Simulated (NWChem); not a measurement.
Everything below was run with NWChem. System: trisilane (H₈Si₃), charge 0, spin multiplicity 1, at a geometry optimised with B3LYP/def2-SVP. Level: RHF/cc-pVDZ.

The NWChem input:

```
start mol
memory heap 200 mb stack 900 mb global 1100 mb
geometry units angstroms nocenter noautoz
  Si    -1.951343    -0.088364     0.423011
  Si     0.000000     0.000000    -0.899493
  Si     1.951343     0.088364     0.423011
  H     -3.172075    -0.137074    -0.435182
  H     -1.926616    -1.303876     1.289919
  H     -2.030188     1.117854     1.299622
  H     -0.054514     1.207788    -1.780066
  H      0.054514    -1.207788    -1.780066
  H      2.030188    -1.117854     1.299622
  H      1.926616     1.303876     1.289919
  H      3.172075     0.137074    -0.435182
  symmetry group C2
end
basis spherical
  * library cc-pvdz
end
scf
  rhf
  nopen 0
  maxiter 100
  thresh 1e-7
  semidirect memsize 60000000 filesize 0
end
task scf energy
```

NWChem printed:

```
             Northwest Computational Chemistry Package (NWChem) 7.3.0
             --------------------------------------------------------

                                NWChem Input Module
                                -------------------

 Scaling coordinates for geometry "geometry" by  1.889725989
 (inverse scale =  0.529177249)

 Turning off AUTOSYM since
 SYMMETRY directive was detected!

                             Geometry "geometry" -> ""
                             -------------------------

 Output coordinates in angstroms (scale by  1.889725989 to convert to a.u.)

  No.       Tag          Charge          X              Y              Z
 ---- ---------------- ---------- -------------- -------------- --------------
    1 Si                  14.0000    -1.95134300    -0.08836400     0.42301100
    2 Si                  14.0000     0.00000000     0.00000000    -0.89949300
    3 Si                  14.0000     1.95134300     0.08836400     0.42301100
    4 H                    1.0000    -3.17207500    -0.13707400    -0.43518200
    5 H                    1.0000    -1.92661600    -1.30387600     1.28991900
    6 H                    1.0000    -2.03018800     1.11785400     1.29962200
    7 H                    1.0000    -0.05451400     1.20778800    -1.78006600
    8 H                    1.0000     0.05451400    -1.20778800    -1.78006600
    9 H                    1.0000     2.03018800    -1.11785400     1.29962200
   10 H                    1.0000     1.92661600     1.30387600     1.28991900
   11 H                    1.0000     3.17207500     0.13707400    -0.43518200

 Effective nuclear repulsion energy (a.u.)     191.3855843288

            Nuclear Dipole moment (a.u.)
            ----------------------------
        X                 Y               Z
 ---------------- ---------------- ----------------
    -0.0000000000    -0.0000000000    -0.0000151178

      Symmetry information
      --------------------

 Group name             C2
 Group number              4
 Group order               2
 No. of unique centers     6

      Symmetry unique atoms
[...]
    11     -0.152459   1 Si px               47     -0.152459   3 Si px

 Vector   26  Occ=0.000000D+00  E= 1.171144D-01  Symmetry=a
              MO Center=  1.3D-13,  4.3D-15,  7.9D-02, r^2= 6.5D+00
   Bfn.  Coefficient  Atom+Function         Bfn.  Coefficient  Atom+Function
  ----- ------------  ---------------      ----- ------------  ---------------
    13      0.765713   1 Si pz               49      0.765713   3 Si pz
    56      0.736760   4 H  s                91      0.736760  11 H  s
     4     -0.438106   1 Si s                40     -0.438106   3 Si s
    31      0.398101   2 Si pz               22      0.391858   2 Si s
    66     -0.209995   6 H  s                81     -0.209995   9 H  s

 Vector   27  Occ=0.000000D+00  E= 1.333259D-01  Symmetry=b
              MO Center=  1.5D-16,  8.3D-15, -2.9D-01, r^2= 5.2D+00
   Bfn.  Coefficient  Atom+Function         Bfn.  Coefficient  Atom+Function
  ----- ------------  ---------------      ----- ------------  ---------------
    30      0.984873   2 Si py               71     -0.774923   7 H  s
    76      0.774923   8 H  s                12      0.425686   1 Si py
    48      0.425686   3 Si py               61      0.400778   5 H  s
    66     -0.398996   6 H  s                81      0.398996   9 H  s
    86     -0.400778  10 H  s

 Vector   28  Occ=0.000000D+00  E= 1.404961D-01  Symmetry=a
              MO Center= -2.5D-15, -1.3D-15,  3.3D-01, r^2= 8.7D+00
   Bfn.  Coefficient  Atom+Function         Bfn.  Coefficient  Atom+Function
  ----- ------------  ---------------      ----- ------------  ---------------
    22      2.049372   2 Si s                11     -1.168708   1 Si px
    47      1.168708   3 Si px               31      0.820154   2 Si pz
    56     -0.513306   4 H  s                91     -0.513306  11 H  s
     4     -0.448789   1 Si s                40     -0.448789   3 Si s
    71     -0.318910   7 H  s                76     -0.318910   8 H  s

 center of mass
 --------------
 x =   0.00000000 y =   0.00000000 z =  -0.01523210

 moments of inertia (a.u.)
 ------------------
         198.299871768920         -38.855945050143           0.000000000000
         -38.855945050143        1054.549231658299          -0.000000000000
           0.000000000000          -0.000000000000         923.104308693957

  Mulliken analysis of the total density
  --------------------------------------

    Atom       Charge   Shell Charges
 -----------   ------   -------------------------------------------------------
    1 Si  14    13.68   2.00  2.01  0.72  0.45  6.00  1.49  0.80  0.21
    2 Si  14    13.86   2.00  2.02  0.73  0.50  6.00  1.52  0.90  0.19
    3 Si  14    13.68   2.00  2.01  0.72  0.45  6.00  1.49  0.80  0.21
    4 H    1     1.09   0.72  0.36  0.01
    5 H    1     1.10   0.72  0.37  0.01
    6 H    1     1.10   0.72  0.37  0.01
    7 H    1     1.09   0.72  0.36  0.01
    8 H    1     1.09   0.72  0.36  0.01
    9 H    1     1.10   0.72  0.37  0.01
   10 H    1     1.10   0.72  0.37  0.01
   11 H    1     1.09   0.72  0.36  0.01

       Multipole analysis of the density wrt the origin
       ------------------------------------------------

     L   x y z        total         open         nuclear
     -   - - -        -----         ----         -------
     0   0 0 0     -0.000000      0.000000     50.000000

     1   1 0 0      0.000000      0.000000     -0.000000
     1   0 1 0      0.000000      0.000000     -0.000000
     1   0 0 1     -0.028604      0.000000     -0.000015

     2   2 0 0    -36.173633      0.000000    508.568818
     2   1 1 0     -0.046810      0.000000     21.609088
     2   1 0 1     -0.000000      0.000000      0.000000
     2   0 2 0    -35.153045      0.000000     32.400596
     2   0 1 1      0.000000      0.000000      0.000000
     2   0 0 2    -35.815681      0.000000    106.272564

 Task  times  cpu:        3.2s     wall:        3.2s

 Total times  cpu:        3.2s     wall:        3.2s
```
